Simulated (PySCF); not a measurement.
C2H6ClSn, charge +1. Atoms are numbered in the order given.

```xyz
10

Sn    -0.2211     0.1007    -0.1530
C     -1.7685    -1.3653    -0.3591
H     -1.3400    -2.2019    -0.9319
H     -2.6289    -0.9219    -0.8772
H     -2.0300    -1.7000     0.6558
C      0.1182     2.1090    -0.8151
H      0.7440     2.0423    -1.7191
H      0.6612     2.6297    -0.0139
H     -0.8455     2.5849    -1.0408
Cl     1.5526    -0.7018     1.0953
```
Charge +1, spin multiplicity 1.

Geometry: B3LYP-D3(BJ)/def2-SVP. The multiplicity is an assumed one; no other spin state was optimised. The isomer is the one that the SMILES or the coordinates give; other isomers of the formula were not compared. The def2 effective core potentials stand for the cores of Sn; spin–orbit coupling is left out.

Calculation: PBE/def2-TZVP (PySCF).

Gas-phase values at a fixed geometry.

Computed frontier levels, gap, dipole moment and polarisability:
The highest occupied level is -12.21 eV. The lowest empty level comes out as -8.58 eV. The orbital gap is 3.64 eV and the dipole moment about the centre of nuclear charge comes out as 0.806 e·Å. The mean static polarisability is 72.6 bohr³ (10.76 Å³) and the polarisability, principal values is 48.2, 82.0, 87.6 bohr³.
